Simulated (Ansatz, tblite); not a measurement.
Forces on Si₆H₁₂, a cluster cut from the lattice of silicon at its B3LYP-D4/def2-SVP geometry. The state is a singlet with charge 0.

The xTB rows come from tblite.

GFN1-xTB (tblite), largest force 0.46 eV/Å:

```xyz
18
positions Å, forces eV/Å
Si   -0.760   -1.297   -1.677    0.175    0.028   -0.150
Si    0.769   -1.051    1.837    0.227    0.037   -0.030
Si   -1.039    1.973    0.313    0.165    0.141   -0.082
Si   -0.766    1.052   -1.837   -0.227   -0.037    0.029
Si    0.759    1.299    1.676   -0.174   -0.029    0.150
Si    1.036   -1.975   -0.313   -0.165   -0.140    0.082
H    -0.661   -1.921   -3.032   -0.263    0.034    0.378
H    -2.041   -1.742   -1.046    0.293   -0.002   -0.349
H     1.858   -1.514    2.751   -0.457    0.002   -0.067
H    -0.541   -1.502    2.398    0.454    0.025    0.022
H    -1.123    3.464    0.245   -0.227   -0.382    0.125
H    -2.312    1.457    0.902    0.262    0.345   -0.138
H     0.547    1.502   -2.393   -0.454   -0.024   -0.024
H    -1.850    1.518   -2.755    0.457   -0.003    0.069
H     2.039    1.746    1.045   -0.292    0.001    0.349
H     0.660    1.922    3.031    0.263   -0.034   -0.378
H     2.311   -1.464   -0.904   -0.263   -0.344    0.139
H     1.115   -3.466   -0.242    0.228    0.381   -0.126
```

GFN2-xTB (tblite), largest force 0.45 eV/Å:

```
Si 0.253 0.096 -0.107
Si 0.245 0.095 -0.123
Si 0.255 0.083 -0.116
Si -0.247 -0.096 0.123
Si -0.253 -0.098 0.107
Si -0.254 -0.081 0.117
H -0.197 0.082 0.396
H 0.329 0.053 -0.284
H -0.428 0.045 -0.133
H 0.428 0.069 -0.055
H -0.154 -0.412 0.096
H 0.310 0.268 -0.153
H -0.429 -0.069 0.053
H 0.427 -0.045 0.135
H -0.328 -0.053 0.284
H 0.197 -0.082 -0.396
H -0.311 -0.267 0.154
H 0.156 0.411 -0.097
```

PBE-D4/def2-TZVP (Ansatz), largest force 0.19 eV/Å:

```
Si 0.121 0.117 0.091
Si 0.010 0.100 -0.163
Si 0.141 -0.118 -0.053
Si -0.011 -0.100 0.163
Si -0.120 -0.118 -0.091
Si -0.140 0.119 0.053
H -0.003 -0.038 -0.072
H -0.061 -0.026 0.021
H 0.052 -0.029 0.055
H -0.056 -0.025 0.033
H -0.013 0.081 0.000
H -0.062 -0.014 0.028
H 0.056 0.025 -0.033
H -0.052 0.029 -0.055
H 0.061 0.026 -0.021
H 0.003 0.038 0.072
H 0.062 0.014 -0.028
H 0.013 -0.081 0.000
```
